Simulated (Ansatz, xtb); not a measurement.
## Relaxing a trial structure of Ge2H4O

The starting geometry of this gas-phase singlet has its atoms placed at random.

```xyz
7

Ge   -1.3247    0.1905    0.1862
Ge    1.8774   -0.8767    0.5076
O     0.2282    1.3332    0.4507
H    -0.8593   -1.0948    1.8112
H    -1.4861    1.4585   -0.2036
H    -0.6434    0.0786    2.0715
H     1.5166    0.2095   -1.1775
```

Q: One run relaxed it with r2SCAN-D4/def2-SVP. What is a likely outcome?

A: It falls apart into Ge2H2O + H2. Distances that change by over a tenth: Ge1–H5 (1.34 → 1.61 Å). Contacts that close: Ge2–O3 (2.76 → 1.78 Å), Ge2–H7 (2.04 → 1.61 Å), H4–H6 (1.22 → 0.76 Å).

The energy falls by 7.35 eV over 25 steps:

```csv
step,E − E(last) (eV)
1,7.348
4,1.054
6,0.503
9,0.393
12,0.252
14,0.042
17,0.008
20,0.002
22,0.000
25,0.000
```

Final geometry (Å):

```yaml
atoms:
  - { symbol: Ge, position_ang: [-1.3998, 0.0507, -0.0843] }
  - { symbol: Ge, position_ang: [2.1174, -0.1541, -0.0652] }
  - { symbol: O, position_ang: [0.3739, 0.1488, -0.2252] }
  - { symbol: H, position_ang: [-1.4039, -0.7186, 2.4065] }
  - { symbol: H, position_ang: [-1.5703, 1.5086, 0.5747] }
  - { symbol: H, position_ang: [-1.2976, 0.0236, 2.5536] }
  - { symbol: H, position_ang: [2.4891, 0.4398, -1.5141] }
```

From the same start GFN2-xTB reaches the same bonding as this run.

From so rough a start the end depends on the optimiser's path, so another program may land elsewhere. The end wasn't checked by frequencies. Run with Ansatz 0.2.0, 78 s on 1 thread of Intel(R) Xeon(R) Processor @ 2.70GHz, with other jobs on the host.
